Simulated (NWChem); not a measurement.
C$_{2}$H$_{4}$FNOSi; SMILES C[Si@@H](F)N=C=O

```xyz
10

C     -1.5736     1.5616     0.2812
Si     0.0148     0.8573    -0.3872
F      1.2665     1.4746     0.4212
N      0.0367    -0.8432    -0.1713
C      0.1700    -2.0163     0.0493
O      0.2819    -3.1702     0.2549
H     -1.6894     1.3288     1.3455
H     -1.5982     2.6512     0.1669
H     -2.4357     1.1452    -0.2527
H      0.2234     1.1357    -1.8250
```
Atoms are numbered in this order, from 1.

Level: B3LYP/6-31G* (spherical d) (NWChem), optimised geometry, unscaled harmonic frequencies. B3LYP is NWChem's, with the RPA form of VWN correlation.

Problem. List the harmonic frequencies with IR intensities, and the thermochemistry.

Solution. 
```csv
frequency (cm⁻¹),IR intensity (km/mol)
41,0.3
52,0.3
144,0.0
215,1.0
273,14.6
322,18.8
576,79.0
605,28.5
616,30.6
695,24.2
774,44.3
788,92.4
863,14.6
919,285.8
969,243.8
1344,37.8
1489,2.5
1491,4.8
1516,49.1
2301,185.6
2429,1384.0
3053,0.4
3128,7.3
3134,5.7
```

- zero-point energy = 39.6 kcal/mol
- thermal correction to the enthalpy at 298.15 K (with zero-point energy) = 44.9 kcal/mol
- heat capacity Cv = 24.1 cal/(mol K)
- entropy at 298.15 K and 1 atm (symmetry number 1) = 87.7 cal/(mol K)
- dipole moment = 2.54 D

Rigid rotor and harmonic oscillator; modes under 100 cm⁻¹ make the entropy uncertain.
